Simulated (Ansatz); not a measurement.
`ClB1CS1` + `[CH3][GaH][GeH2][F]` → `[CH3][GaH][B]1CS1` + `[F][GeH2][Cl]`  (redistribution)

Isolated molecules relaxed with PBE0-D4/def2-TZVP in Ansatz; ΔE leaves out vibrations. CCSD(T)/CBS adds triple-zeta CCSD(T) − MP2 to the extrapolated MP2 energy (def2 sets, frozen cores). Functionals use def2-TZVPP. For Ga, Ge outer-core shells are correlated without core-valence functions, which leaves a few kJ/mol of doubt a bond. Scalar relativity is left out up to krypton. One conformer a species, not always the lowest.

Task: Is it downhill or uphill in electronic energy at CCSD(T)/CBS, and by how much? (Estimate.)

Result: Ansatz gave: Uphill: ΔE = +4.3 kcal/mol.

Task: What do these levels give: PBE0-D4, SCS-MP2/def2-TZVPP, CCSD/def2-TZVPP, CCSD(T)/def2-TZVPP, HF/def2-QZVPP, SCS-MP2/def2-QZVPP? (Best estimate.)

Result: Computed: PBE0-D4 6.3, SCS-MP2/def2-TZVPP 4.1, CCSD/def2-TZVPP 4.3, CCSD(T)/def2-TZVPP 4.3, HF/def2-QZVPP 2.9, SCS-MP2/def2-QZVPP 3.9 kcal/mol.

Largest T1 diagnostic among the species: 0.015.

In def2-TZVPP, CCSD(T) changes the Hartree–Fock value by +1.3 kcal/mol (the triples alone add +0.0 kcal/mol) and MP2 by +1.3 kcal/mol. From PBE to PBE0 (25 % exact exchange), in def2-TZVPP and without D4, ΔE moves by −1.1 kcal/mol.
